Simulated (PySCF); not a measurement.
GaClBr₂, SMILES [Cl][Ga]([Br])[Br]. Atoms are numbered in the order given.

```xyz
4

Ga     0.0000     0.0000     0.3546
Cl     0.0000     0.0000     2.4813
Br     0.0000     1.9669    -0.7596
Br     0.0000    -1.9669    -0.7596
```
Charge 0, spin multiplicity 1.

Coordinates come from a PBE0-D3(BJ)/def2-SVP optimisation. The structure was generated by enumeration; whether it is a known compound was not checked.

Calculation: PySCF with KT2/pcSseg-1.

GIAO shieldings, no solvent; atoms alike by connectivity are averaged. δ = σ(ref) − σ: ³⁵Cl against HCl (σ = 945.4 ppm), references at their B3LYP-D3(BJ)/def2-TZVP geometries, non-relativistic (without spin–orbit terms, shifts of atoms bonded to Cl or Br come out too high).

Problem. Estimate the chemical shifts. (An estimate is asked for; the answer gives what the named calculation found.)

Solution. 
```json
[
 {"nucleus": "³⁵Cl", "atoms": "Cl2", "count": "1", "δ (ppm)": "208.5"}
]
```
